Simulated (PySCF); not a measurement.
These compounds are isomers of formula C6H7FO.

A. `C=C[C@H]1COC=C1F`
B. SMILES C=C[C@@H]1CC(F)=CO1
C. SMILES FCC1=CCC=CO1
D. SMILES C=CC1(C(=O)F)CC1

Spectrum 1. ¹³C{¹H} NMR (computed): δ 158.4 (C), 148.7 (CH), 135.4 (CH), 123.4 (CH2), 76.5 (CH2), 52.5 (CH).

Spectrum 2. ¹³C{¹H} NMR (computed): δ 154.8 (C), 147.9 (CH), 107.0 (CH), 100.5 (CH), 83.3 (CH2), 24.7 (CH2).

Spectrum 3. ¹³C{¹H} NMR (computed): δ 173.2 (C, d, J = 400.8 Hz), 146.2 (CH, d, J = 2.2 Hz), 115.3 (CH2), 28.3 (CH2), 24.6 (C, d, J = 51.9 Hz).

Spectrum 4. ¹³C{¹H} NMR (computed): δ 155.6 (C), 148.5 (CH), 133.7 (CH), 121.2 (CH2), 84.2 (CH), 39.9 (CH2).

Level of theory: spin–spin couplings from B3LYP/pcJ-1 (spin–dipole term left out of most H,H and C,H couplings), geometry from GFN2-xTB, GIAO PBE0/pcSseg-1 shieldings, in PySCF 2.14.0 with density-fitted response routines (no solvent model, rapidly exchanging positions averaged, one computed conformer, relativity neglected).

Scale: TMS for ¹³C (186.93 ppm) (reference shieldings calculated alike). Splittings of carbon signals by F and P are missing where no couplings were computed. One-bond C–F couplings are unscaled and too large by tens of Hz. Shifts are as computed. Against solution values, carbons near 30 ppm lie about +3 ppm off and those near 130 ppm about +5 ppm. Of 1211 compounds with measured shifts, 218 miss one by over three times the rms of a fit or turn the order of signals round; such compounds aren't used in these exercises.

Match each spectrum to its structure.

## Answers

1–A, 2–C, 3–D, 4–B.

- Spectrum 1 (A): 6 ¹³C signals; δC 148.7 is an alkene CH; δC 135.4 is an alkene carbon bearing oxygen.
- Spectrum 2 (C): 6 ¹³C signals; δC 154.8 is an alkene carbon bearing oxygen; δC 147.9 is an alkene carbon bearing oxygen.
- Spectrum 3 (D): 5 ¹³C signals; δC 146.2 is an alkene CH; δC 115.3 is a terminal =CH2 carbon.
- Spectrum 4 (B): 6 ¹³C signals; δC 148.5 is an alkene CH; δC 133.7 is an alkene carbon bearing oxygen.
